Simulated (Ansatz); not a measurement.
**Question.** Name a neutral molecule of Br, C, S, Zn and H with HOMO energy (PBE0/def2-TZVPP) between -7.20 and -6.90 eV and HOMO–LUMO gap (PBE0/def2-TZVPP) between 5.65 and 5.95 eV (Ansatz, PBE0-D4/def2-TZVP geometry).

**Answer.** `C[S][Zn][Br]` (-7.06 eV, 5.82 eV). Other molecules can fit too; these were computed, each in one conformer that needn't be the lowest.
